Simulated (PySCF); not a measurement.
## Computed vibrations of DyF3(NH3)

DyF3(NH3) (singlet in the valence; each metal's 4f electrons, 9 of them, lie in its core potential, out of spins and levels). PySCF 2.14.0, RKS PBE0, Dy lcecp-1-SVP with ECP55, F def2-SVP, N def2-SVP, H def2-SVP; non-relativistic Hamiltonian with scalar-relativistic core potentials where named; density fitting; no spin-orbit coupling. Central differences of gradients.

```xyz
8

Dy    0.0696   -0.0696    0.0696
F     1.0450    1.4232    1.0450
F    -1.4232   -1.0450    1.0450
F     1.0450   -1.0450   -1.4232
N    -1.3741    1.3741   -1.3741
H    -1.9844    1.9844   -0.8267
H    -0.8267    1.9844   -1.9844
H    -1.9844    0.8267   -1.9844
```

Run from Python with OMP_NUM_THREADS=2. Where DIIS fails, smearing, a level shift and second-order steps follow.
It took 51 s on 2 threads of Arm Neoverse V2 (shared host).

What are the harmonic wavenumbers and infrared intensities?

Modes are labelled in C3v; negative numbers are unstable modes, those under 60 cm⁻¹ near the noise; a finer grid moves soft modes by up to 10 cm⁻¹.
| cm⁻¹ | km/mol | symmetry |
| --- | --- | --- |
| 47 | 67.9 | a1 |
| 55 | 1.8 | e |
| 55 | 1.8 | e |
| 114 | 16.5 | e |
| 114 | 16.5 | e |
| 122 | 0.0 | a2 |
| 306 | 8.9 | a1 |
| 518 | 0.8 | e |
| 518 | 0.8 | e |
| 562 | 8.6 | a1 |
| 563 | 203.8 | e |
| 563 | 203.8 | e |
| 1208 | 148.9 | a1 |
| 1633 | 25.1 | e |
| 1633 | 25.1 | e |
| 3491 | 27.5 | a1 |
| 3612 | 53.4 | e |
| 3612 | 53.4 | e |

Is this a minimum?

Yes, within the noise of the softest modes. Ideal gas at 298.15 K and 1 bar: S = 416.0 J/(mol K), Cp = 114.6 J/(mol K), H − H(0 K) = 25.7 kJ/mol (rigid rotor, harmonic modes, spin degeneracy alone, that of the 4f electrons in the core included; the modes under 60 cm⁻¹ make these uncertain).

An lcecp potential fixes the number of 4f electrons, so in runs with it no electron can move into or out of that shell.
